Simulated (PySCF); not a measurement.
## Be: excitation energy

Be [He] 2s2 (1S) → Be [He] 2p2 (3P), as a difference of total energies. Calculation: PySCF 2.14, in dyall-acv3z; no relativity, point nucleus. Correlated levels: valence and next inner shell: nothing frozen; virtual orbitals above 40 to 60 times the deepest correlated orbital energy dropped. The calculations carry no spin-orbit coupling.

```csv
method,excitation energy (cm⁻¹)
UHF,51928
MP2 (valence and next inner shell),57028
SCS-MP2 (valence and next inner shell),59311
CCSD (valence and next inner shell),59803
CCSD(T) (valence and next inner shell),59889
```

Errors of the correlated levels include the incompleteness of this basis.

For comparison: 59696 cm⁻¹ (measured; NIST levels, between the centres of gravity of the two terms).
